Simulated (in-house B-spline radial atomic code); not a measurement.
Inner levels of beryllium as electrons are removed. A shift is the extra binding of the orbital against the neutral atom ([He] 2s2). The density at the nucleus is averaged over the nuclear charge. Computed with an all-electron radial atomic-structure program (B-spline basis): Dirac-Hartree-Fock, average of the configuration, finite nuclei.

```json
{"ion": "Be", "configuration": "[He] 2s2", "shift of 1s1/2 (eV)": "0", "radius of 1s1/2 (bohr)": "0.41489", "Σ<r²> (bohr²)": "17.313", "change of density at nucleus (bohr⁻³)": "-"}
{"ion": "Be+", "configuration": "[He] 2s1", "shift of 1s1/2 (eV)": "11.041", "radius of 1s1/2 (bohr)": "0.41489", "Σ<r²> (bohr²)": "6.5522", "change of density at nucleus (bohr⁻³)": "-0.315"}
{"ion": "Be2+", "configuration": "1s2", "shift of 1s1/2 (eV)": "25.433", "radius of 1s1/2 (bohr)": "0.41404", "Σ<r²> (bohr²)": "0.46346", "change of density at nucleus (bohr⁻³)": "-1.0375"}
{"ion": "Be3+", "configuration": "1s1", "shift of 1s1/2 (eV)": "88.932", "radius of 1s1/2 (bohr)": "0.37489", "Σ<r²> (bohr²)": "0.18741", "change of density at nucleus (bohr⁻³)": "-15.115"}
```
